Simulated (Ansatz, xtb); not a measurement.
Relative energy of two structures of C2H7BrGaN

Structure I is a singlet given by its coordinates and structure II is `[CH3][Ga]([Br])[CH2]N`, a singlet. Both are isolated molecules in the gas phase, relaxed with PBE0-D3(BJ)/def2-SVP; the shapes shown needn't be the lowest conformers.

I (Å):

```xyz
12

C    -1.1855   -1.4656   -2.4076
C     1.5297   -1.5693   -0.2645
Br    2.6402   -2.6390   -1.4825
Ga    0.3043   -0.5982   -1.4818
N     0.6817    1.1576   -1.7358
H    -0.8431   -2.4049   -2.8673
H    -1.9862   -1.7176   -1.6944
H    -1.6121   -0.8243   -3.1921
H     1.4634    1.6397   -1.3094
H     0.2120    1.7458   -2.4131
H     2.2214   -0.9380    0.3080
H     1.0490   -2.2853    0.4144
```

Close contacts (Å): C1–Ga4 1.96, C2–Br3 1.96, C2–Ga4 1.98, Br3–Ga4 3.10, Ga4–N5 1.81, C1–H6 1.10, C1–H7 1.10, C1–H8 1.10, C2–H11 1.10, C2–H12 1.10, N5–H9 1.01, N5–H10 1.01.

II (Å):

```xyz
12

C    -0.9502   -0.2752   -1.0589
C     2.5239   -1.4266   -0.8611
Br    1.0105    0.1787    1.9316
Ga    0.8131   -0.5927   -0.2628
N     3.6241   -1.4596    0.0815
H    -1.7194   -0.7825   -0.4561
H    -1.1729    0.8029   -1.0368
H    -1.0138   -0.6340   -2.0962
H     2.2910   -2.4529   -1.1967
H     2.8394   -0.9057   -1.7827
H     3.3502   -1.9518    0.9298
H     3.8548   -0.5174    0.3914
```

Question: Estimate E(II) − E(I) at the level CCSD(T)/def2-SVP + ΔMP2/def2-TZVPP.

Answer: Calculated at CCSD(T)/def2-SVP + ΔMP2/def2-TZVPP: E(II) − E(I) = −51.9 kJ/mol, so structure II lies lower.

How the difference moves with the method:

```tsv
level	geometry	E(II) − E(I) (kJ/mol)	departure from the last row (kJ/mol)	job, with rough time for the two
PBE0-D3(BJ)/def2-SVP	PBE0-D3(BJ)/def2-SVP	−77.6	−25.7	optimisation, 1.8 min
HF/def2-SVP	PBE0-D3(BJ)/def2-SVP	−79.9	−28.0	part of the CCSD(T) run
MP2/def2-SVP	PBE0-D3(BJ)/def2-SVP	−67.0	−15.1	part of the CCSD(T) run
CCSD(T)/def2-SVP	PBE0-D3(BJ)/def2-SVP	−67.2	−15.3	single point
CCSD(T)/def2-SVP + ΔMP2/def2-TZVPP	PBE0-D3(BJ)/def2-SVP	−51.9		single point, 3.7 min
```

The levels shown agree on the order. The largest departure from CCSD(T)/def2-SVP + ΔMP2/def2-TZVPP is that of HF/def2-SVP, 28.0 kJ/mol. Levels run at GFN2-xTB geometries aren't shown. The last row adds to CCSD(T) the change of the MP2 difference between the two basis sets, here +15.3 kJ/mol, a large step that makes the value less sure.

With thermal terms from frequencies at re-optimised GFN2-xTB minima (ideal gas, soft modes damped towards free rotors, one conformer each, 298.15 K, 1 atm): on the last row, ΔE + ΔZPE = −43.3, ΔH = −44.5, ΔG = −43.8 kJ/mol.

The correlated steps freeze 21 core orbitals; the filled d shell of Br and Ga is correlated, in a basis made for valence electrons. Run with Ansatz 0.2.0, xtb 6.7.1; the last row on 2 threads of AMD EPYC 7R43 64-Core Processor (Zen 3) on a shared host.
